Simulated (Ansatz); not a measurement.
Two shapes of singlet AlCl₄(-).

Shape 1:

```xyz
5

Al    0.0000    0.0000    0.0000
Cl    1.2486    1.2486    1.2486
Cl    1.2486   -1.2486   -1.2486
Cl   -1.2486    1.2486   -1.2486
Cl   -1.2486   -1.2486    1.2486
```

Shape 2:

```xyz
5

Al   -0.0487   -0.0071   -0.0089
Cl    1.2104    1.2526    1.2165
Cl    1.2018   -1.2663   -1.2481
Cl   -1.2303    1.2710   -1.2078
Cl   -1.2438   -1.2684    1.2029
```

Basis set: cc-pVTZ (spherical functions). Frozen core: 25 orbitals. Charge -1, multiplicity 1.

Computed with Ansatz (development build ahead of 0.2.0); each method stands on the lowest determinant of its kind that the runs found.

**Question.** Which shape is lower in energy, and by how much in each method?

**Answer.**

| method | E(2) − E(1) (eV) |
| --- | --- |
| RHF | 0.050 |
| RHF-MP2 | 0.040 |

Shape 1 is lower. Caution: no diffuse functions for an anion.
